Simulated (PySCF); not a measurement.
Computed shifts of a molecule H6O3Si2, PBE0/pcSseg-1 (PySCF), GIAO, gas phase, atoms alike by connectivity averaged where their shifts nearly agree, in ppm (number of nuclei): ²⁹Si: -11.7 (1), -25.3 (1). ¹H: 5.43 (1), 5.35 (1), 5.24 (1), 4.48 (1), 2.54 (1), 0.68 (1). References: ¹⁷O against H2O (σ = 334.2 ppm); ²⁹Si against TMS (σ = 352.7 ppm); ¹H against TMS (σ = 31.56 ppm), references at their B3LYP-D3(BJ)/def2-TZVP geometries, non-relativistic. Geometry optimised at ωB97X-D3(BJ)/def2-SVP. One conformer was computed; it need not be the lowest.

Question: Which structure fits?
(A) O[SiH2]O[SiH2]O
(B) O[SiH](O)O[SiH3]
(C) O[SiH2][SiH](O)O
(D) O[Si](O)(O)[SiH3]

Answer: C, O[SiH2][SiH](O)O
